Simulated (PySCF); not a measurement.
# Energy of Re²⁺ (rhenium, charge +2) between two integer charges

The 5d alpha orbital of [Xe] 4f14 5d5 is emptied in steps (occupation f), with all orbitals relaxed, ending at [Xe] 4f14 5d4. All numbers are calculated (PySCF 2.14, scalar relativity through the core potential, in def2-SVP with the def2 core potential (60 electrons)). The exact energy is a straight line in f; departures are measured from the line between the end points of the same method.

```json
{"f": "1", "PBE0 (eV)": "0.000", "r2SCAN (eV)": "0.000", "LC-wPBE (eV)": "0.000"}
{"f": "0.75", "PBE0 (eV)": "-0.790", "r2SCAN (eV)": "-1.022", "LC-wPBE (eV)": "-0.248"}
{"f": "0.5", "PBE0 (eV)": "-1.059", "r2SCAN (eV)": "-1.364", "LC-wPBE (eV)": "-0.333"}
{"f": "0.25", "PBE0 (eV)": "-0.797", "r2SCAN (eV)": "-1.025", "LC-wPBE (eV)": "-0.252"}
{"f": "0", "PBE0 (eV)": "0.000", "r2SCAN (eV)": "0.000", "LC-wPBE (eV)": "0.000"}
```

Problem. For r2SCAN, how does the orbital energy at f = 1 compare with the removal energy?

Solution. −ε = 22.925 eV against a total-energy difference of 28.362 eV. By Janak's theorem ε = ∂E/∂f, so the gap between them reflects the curvature. Along the path −ε is 25.630 (f = 0.75), 28.354 (f = 0.5), 31.090 (f = 0.25) eV.

| method | E(f=0) − E(f=1) (eV) | −ε at f=1 (eV) | −ε at f=0.5 (eV) |
| --- | --- | --- | --- |
| PBE0 | 28.350 | 24.164 | 28.330 |
| r2SCAN | 28.362 | 22.925 | 28.354 |
| LC-wPBE | 28.193 | 26.890 | 28.181 |

Reference removal energy between the ground levels: 27 ± 1.6 eV (theoretical estimate listed by NIST; NIST Atomic Spectra Database, ionization energies). The calculation has no spin-orbit coupling. The determinant left behind need not be the lowest term of the ion.
